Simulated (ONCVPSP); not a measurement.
# u(r) = r·R(r): atom against pseudo-atom (N)

Columns: radius, all-electron u(r) and pseudo u(r) of the 2p shell (level -7.16 eV) of nitrogen in the configuration [He] 2s2 2p3; PW91, scalar-relativistic, ONCV scheme, ONCVPSP 4.0.1.

```json
{"r (bohr)": "0.103", "all-electron": "0.0768", "pseudo": "0.0242"}
{"r (bohr)": "0.205", "all-electron": "0.2218", "pseudo": "0.0929"}
{"r (bohr)": "0.308", "all-electron": "0.3729", "pseudo": "0.1990"}
{"r (bohr)": "0.410", "all-electron": "0.5025", "pseudo": "0.3275"}
{"r (bohr)": "0.513", "all-electron": "0.6062", "pseudo": "0.4652"}
{"r (bohr)": "0.615", "all-electron": "0.6826", "pseudo": "0.5941"}
{"r (bohr)": "0.718", "all-electron": "0.7353", "pseudo": "0.7039"}
{"r (bohr)": "0.820", "all-electron": "0.7661", "pseudo": "0.7844"}
{"r (bohr)": "0.923", "all-electron": "0.7798", "pseudo": "0.8342"}
{"r (bohr)": "1.025", "all-electron": "0.7796", "pseudo": "0.8529"}
{"r (bohr)": "1.128", "all-electron": "0.7688", "pseudo": "0.8450"}
{"r (bohr)": "1.230", "all-electron": "0.7505", "pseudo": "0.8165"}
{"r (bohr)": "1.332", "all-electron": "0.7267", "pseudo": "0.7750"}
{"r (bohr)": "1.435", "all-electron": "0.6989", "pseudo": "0.7278"}
{"r (bohr)": "1.538", "all-electron": "0.6687", "pseudo": "0.6820"}
{"r (bohr)": "1.640", "all-electron": "0.6374", "pseudo": "0.6416"}
{"r (bohr)": "1.743", "all-electron": "0.6051", "pseudo": "0.6058"}
{"r (bohr)": "1.845", "all-electron": "0.5731", "pseudo": "0.5731"}
{"r (bohr)": "1.948", "all-electron": "0.5412", "pseudo": "0.5412"}
{"r (bohr)": "2.050", "all-electron": "0.5104", "pseudo": "0.5104"}
{"r (bohr)": "2.153", "all-electron": "0.4801", "pseudo": "0.4801"}
{"r (bohr)": "2.255", "all-electron": "0.4513", "pseudo": "0.4513"}
{"r (bohr)": "2.358", "all-electron": "0.4234", "pseudo": "0.4234"}
{"r (bohr)": "2.460", "all-electron": "0.3971", "pseudo": "0.3971"}
{"r (bohr)": "2.562", "all-electron": "0.3720", "pseudo": "0.3720"}
{"r (bohr)": "2.665", "all-electron": "0.3481", "pseudo": "0.3481"}
```

(1) How many radial nodes do the two functions have?

(2) At about which radius was the pseudo-wave matched?

(3) Where does each function peak?

(4) Is the pseudo-wave norm-conserving?

Results:

(1) The all-electron 2p function has n − l − 1 = 0; the pseudo-wave has 0.

(2) 1.90 bohr, where the columns begin to agree (steps of 0.10 bohr).

(3) Outermost all-electron maximum near 0.92 bohr, pseudo maximum near 1.02 bohr (to the table’s step).

(4) Yes: the ONCV scheme keeps the norm inside the radius equal to the all-electron one, which fixes the energy derivative of the logarithmic derivative at the level.
